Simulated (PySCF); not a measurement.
Species: C5H11O2PS.
Numbering: `[CH3:1][O:2][C:3](=[O:4])[P:5]([CH3:6])[CH2:7][S:8][CH3:9]` (hydrogens: H10, H11, H12 on C1; H13, H14, H15 on C6; H16, H17 on C7; H18, H19, H20 on C9)

Computed with PySCF at PBE0/pcSseg-1, non-relativistic, on one gas-phase PBE0-D3(BJ)/def2-SVP geometry that isn't relaxed in the solvent. The solvent is an IEF-PCM continuum (cavity from Bondi-type radii × 1.2). Specific hydrogen bonds and non-electrostatic terms are outside this model.

Gas phase at PBE0/pcSseg-1: HOMO -6.46 eV, LUMO -0.31 eV, dipole 2.70 D.

Question: What does the continuum do to the energy, the frontier levels and the dipole at PBE0/pcSseg-1 in acetone and acetonitrile?

Answer: 
```json
{"solvent": "acetone", "ε": "20.49", "E(solvent) − E(gas) (kcal/mol)": "-7.34", "polarisation term (kcal/mol)": "-8.39", "distortion of the solute (kcal/mol)": "1.05", "HOMO (eV)": "-6.57", "LUMO (eV)": "-0.39", "dipole (D)": "3.57"}
{"solvent": "acetonitrile", "ε": "35.69", "E(solvent) − E(gas) (kcal/mol)": "-7.61", "polarisation term (kcal/mol)": "-8.74", "distortion of the solute (kcal/mol)": "1.13", "HOMO (eV)": "-6.58", "LUMO (eV)": "-0.39", "dipole (D)": "3.62"}
```

Polarisation term: ½ Σ q·V over the induced surface charges. Distortion: the rise of the solute's own energy as its density leaves the gas-phase optimum. From acetone to acetonitrile the lowering changes by a factor 1.04, Onsager's factor (ε − 1)/(2ε + 1) by 1.03 and ε itself by 1.7.

Question: Which radius a makes the point-dipole formula ΔE = −[(ε − 1)/(2ε + 1)]·μ²/a³ give the value in acetonitrile, with the gas-phase dipole?

Answer: μ = 1.061 au and |ΔE| = 0.01213 Eh give a = 1.87 Å; the farthest nucleus lies 4.95 Å from the centroid of the nuclei, so such a sphere wouldn't even hold the nuclei. The formula assumes a rigid point dipole at the centre of a sphere.

Question: Which Hirshfeld charges (PBE0/pcSseg-1) respond most in acetone (means over atoms taken as equivalent)?

Answer: 
```tsv
atoms	environment	gas (e)	solvent (e)	change
S8	sulfide sulfur	-0.013	-0.041	-0.028
O4	carbonyl oxygen	-0.250	-0.276	-0.026
P5	phosphine phosphorus	+0.150	+0.130	-0.020
H18/H19/H20	methyl hydrogen	+0.047	+0.053	+0.006
H16/H17	methylene hydrogen	+0.038	+0.044	+0.006
H10/H11/H12	methyl hydrogen	+0.051	+0.056	+0.005
C3	carbonyl carbon	+0.156	+0.161	+0.005
H13/H14/H15	methyl hydrogen	+0.043	+0.047	+0.004
C9	S-methyl carbon	-0.120	-0.116	+0.004
C6	sp3 carbon bound to phosphorus	-0.165	-0.162	+0.003
C1	methoxy carbon	-0.033	-0.032	+0.001
C7	sp3 carbon bound to sulfur	-0.125	-0.123	+0.002
```

Question: Which Mayer bond orders change most in acetone?

Answer: 
| bond | length (Å) | gas | solvent | change |
| --- | --- | --- | --- | --- |
| C3–O4 | 1.203 | 1.885 | 1.858 | -0.027 |
| O2–C3 | 1.338 | 1.082 | 1.102 | +0.020 |
| C1–O2 | 1.420 | 0.864 | 0.852 | -0.012 |
| S8–C9 | 1.803 | 0.996 | 0.985 | -0.011 |
| C7–S8 | 1.810 | 0.980 | 0.970 | -0.010 |
| P5–C6 | 1.845 | 1.011 | 1.017 | +0.006 |
| C9–H18 | 1.099 | 0.957 | 0.952 | -0.005 |
| C6–H14 | 1.099 | 0.951 | 0.947 | -0.004 |

Question: How do the nuclear quadrupole coupling constants eQVzz/h respond in acetone?

Answer: 
```tsv
nucleus	Q (barn)	gas (MHz)	solvent (MHz)	η gas	η solvent
17O at O2	-0.0256	-10.42	-10.19	0.38	0.36
17O at O4	-0.0256	9.06	8.93	0.18	0.12
33S at S8	-0.06781	50.94	49.00	0.61	0.62
```

The run took 47 s on one thread of an Arm Neoverse V1, shared host with 32 logical CPUs at a one-minute load of 20, and the process peaked at 1.3 GiB of memory. This is the whole shielding run at PBE0/pcSseg-1 in acetonitrile, SCF included.

Shape of the structure used: `[CH3:1][O:2][C:3](=[O:4])[P:5]([CH3:6])[CH2:7][S:8][CH3:9]`: C1–O2–C3–O4 1°, O2–C3–P5–C6 -46°, C3–P5–C7–S8 -177°, P5–C7–S8–C9 -171°.
